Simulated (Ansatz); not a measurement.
```yaml
crystal:
  periodic: [false, false, false]
  atoms:
    - {symbol: C, position_ang: [-0.399223, 4.923473, -0.562935]}
    - {symbol: Si, position_ang: [-1.407724, 1.336881, 1.243909]}
    - {symbol: Ga, position_ang: [2.041524, -2.538938, 0.204297]}
    - {symbol: N, position_ang: [0.576419, -6.106707, -0.861796]}
    - {symbol: H, position_ang: [-1.974990, 6.642365, 0.016524]}
    - {symbol: H, position_ang: [-0.378621, 4.704419, -2.955688]}
    - {symbol: H, position_ang: [1.784937, 5.642687, 0.134393]}
    - {symbol: H, position_ang: [-1.550016, 1.783500, 4.496880]}
    - {symbol: H, position_ang: [-4.426329, 0.447445, 0.301554]}
    - {symbol: H, position_ang: [5.493401, -2.398815, 0.324279]}
    - {symbol: H, position_ang: [-1.583428, -6.554739, -1.039393]}
    - {symbol: H, position_ang: [1.824051, -7.881549, -1.302002]}
basis:
  gaussian: {orbitals: def2-mTZVPP}
hamiltonian: {xc: {name: revPBE}}
accuracy: high
output: {forces: true}
```

```sh
$ ansatz run in.yaml --threads 4 --pin off --events-out ev --progress --plain --max-ram 10444MiB
```

Shortened log:

```
Functional definition: revPBE
  name "revPBE"
  cite "Zhang & Yang, Phys. Rev. Lett. 80, 890 (1998) doi:10.1103/PhysRevLett.80.890"
  cite "Perdew, Burke & Ernzerhof, Phys. Rev. Lett. 77, 3865 (1996) doi:10.1103/PhysRevLett.77.3865"
  parameter kappa = 1.245
  parameter beta = 0.06672455060314922
  exchange = pbe_x(kappa = kappa, mu = beta*pi^2/3)
  correlation = pbe_c(beta = beta)
2552 factors; integrals over basis functions are off by at most 1.7e-7 eV
mean field evaluation 1: about -62808.7485 eV, gradient 1.3e2 eV
mean field evaluation 2: about -62366.7346 eV, gradient 1.7e2 eV
mean field evaluation 4: about -62489.4591 eV, gradient 2.2e2 eV
mean field evaluation 8: about -62866.0561 eV, gradient 1.0e1 eV
mean field evaluation 16: about -62869.1239 eV, gradient 1.7e-1 eV
mean field evaluation 96: about -62868.7891 eV, gradient 1.8e0 eV
mean field -62869.12421455 eV, -2310.3977006618 hartree, gradient 2.4e-8 eV, S^2 0.000000; 6 other end points of the search recorded, 0 dependent functions left out
the calculation of the forces begins
reference -62869.12422278 eV, -2310.3977009641 hartree; 33, 33 occupied and 113, 113 virtual orbitals, 2552 factors
Total energy: -62869.12422278 eV, -2310.3977009641 hartree
Atom 0 at    -0.399223     4.923473    -0.562935 Å, force     0.411316     1.386810    -0.710759 eV/Å
Atom 1 at    -1.407724     1.336881     1.243909 Å, force    -1.074757     0.067346     0.696412 eV/Å
Atom 2 at     2.041524    -2.538938     0.204297 Å, force     0.714204    -0.136470     0.012724 eV/Å
Atom 3 at     0.576419    -6.106707    -0.861796 Å, force    -0.823619    -1.970706    -0.644567 eV/Å
Atom 4 at    -1.974990     6.642365     0.016524 Å, force     1.260080    -1.328752    -0.476930 eV/Å
Atom 5 at    -0.378621     4.704419    -2.955688 Å, force    -0.004685     0.211219     1.885593 eV/Å
Atom 6 at     1.784937     5.642687     0.134393 Å, force    -1.726738    -0.535262    -0.574323 eV/Å
Atom 7 at    -1.550016     1.783500     4.496880 Å, force     0.038479    -0.174640    -1.194601 eV/Å
Atom 8 at    -4.426329     0.447445     0.301554 Å, force     1.109436     0.329731     0.365701 eV/Å
Atom 9 at     5.493401    -2.398815     0.324279 Å, force    -0.812064    -0.040291    -0.042090 eV/Å
Atom 10 at    -1.583428    -6.554739    -1.039393 Å, force     2.476682     0.312062     0.177878 eV/Å
Atom 11 at     1.824051    -7.881549    -1.302002 Å, force    -1.568334     1.878954     0.504962 eV/Å
Dipole moment:     0.457319    -0.882255     0.084455 e Å
```

**Question.** Something in this input is off. What?

**Answer.** The geometry is stretched to more than twice its size. Self-consistency was reached. The result belongs to that input, not to the molecule as meant.
